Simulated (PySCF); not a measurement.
Computed IR spectrum (relative IR intensity) of a molecule C3H7BFNO. Geometry: r2SCAN-D4/def2-SVP. One conformer was computed; it need not be the lowest. Method: r2SCAN-D4/def2-SVP (PySCF). No scaling factor is applied to the harmonic values.

```csv
ν (cm⁻¹),relative intensity
359,36
645,7.7
937,2.9
955,7.3
1209,25
1332,8.1
1387,25
1415,51
1439,100
1599,90
1755,12
3014,7.8
3086,3.1
3125,2.4
3155,3.1
3161,2.8
3635,13
3750,9.7
```

Problem. Pick the molecule that these values belong to.
A. CC/C=N/B(O)F
B. FB1NCCCO1
C. NB(O)C/C=C/F
D. C/C=C/OB(N)F

Solution. D, C/C=C/OB(N)F
